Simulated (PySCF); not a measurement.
**A small calculation by hand: chemical shift, span and skew from a shielding tensor**

C2H7O2, SMILES OCC[OH2+], charge +1. Atoms are numbered in the order given.

```xyz
11

O      0.9183    -0.3681    -0.8505
C      0.6579     0.8071    -0.0864
C     -0.7791     0.5829     0.3722
O     -0.7947    -0.8663     0.5943
H      1.8618    -0.5484    -0.9686
H      1.3449     0.8788     0.7716
H      0.7349     1.7176    -0.6980
H     -1.0264     1.0882     1.3130
H     -1.5113     0.8233    -0.4111
H     -0.0157    -1.1231    -0.1039
H     -1.6498    -1.3008     0.4322
```
Charge +1, spin multiplicity 1.

Geometry optimised at PBE0-D3(BJ)/def2-SVP. The isomer is the one that the SMILES or the coordinates give; other isomers of the formula were not compared. One conformer was computed; it need not be the lowest.

GIAO shieldings from PBE0/pcSseg-1 (PySCF), non-relativistic, no solvent. The symmetric part of the tensor of C3 has the principal values 87.4, 92.7, 165.1 ppm. The same nucleus in TMS has σ = 186.3 ppm at this level (PySCF, at its B3LYP-D3(BJ)/def2-TZVP geometry).

Problem. Work out the isotropic shielding, the ¹³C shift against TMS, the span and the skew.

Solution. 
σ(iso) = (σ11 + σ22 + σ33)/3 = 115.1 ppm. δ = σ(ref) − σ(iso) = 186.3 − (115.1) = 71.2 ppm.
Span Ω = σ33 − σ11 = 77.7 ppm. Skew κ = 3(σ(iso) − σ22)/Ω = 0.86. Tumbling in solution averages the tensor to δ; in a static solid the shielding alone would spread this spin-1/2 line over Ω.
